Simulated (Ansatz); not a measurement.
Isolated molecules relaxed with PBE0-D4/def2-TZVP in Ansatz; ΔE leaves out vibrations. CCSD(T)/CBS adds triple-zeta CCSD(T) − MP2 to the extrapolated MP2 energy (def2 sets, frozen cores). This one scheme is used for every species. DFT in def2-TZVPP. B3LYP here is the variant with VWN-RPA as its local correlation; programs differ in this. One conformer a species, not always the lowest.

`B[SiH]1BO1` + `OCO` → `BOCO` + `B1O[SiH2]1`  (cleavage of the B–Si bond)

Question: Is it downhill or uphill in electronic energy at CCSD(T)/CBS, and by how much? (An estimate is asked.)

Answer: The calculation gave: Downhill: ΔE = -1.48 eV.

Question: What do these levels give: B3LYP-D4, PBE, B3LYP, HF/def2-TZVPP, HF/CBS(def2), CCSD/CBS(def2)? (An estimate is asked.)

Answer: Ansatz gave: B3LYP-D4 -1.48, PBE -1.29, B3LYP -1.49, HF/def2-TZVPP -1.66, HF/CBS(def2) -1.67, CCSD/CBS(def2) -1.50 eV.

Largest T1 diagnostic among the species: 0.021, so the coupled-cluster value is less sure than usual.

From PBE to PBE0 (25 % exact exchange), in def2-TZVPP and without D4, ΔE moves by −0.08 eV. In def2-TZVPP, CCSD(T) changes the Hartree–Fock value by +0.16 eV (the triples alone add +0.02 eV) and MP2 by +0.08 eV.
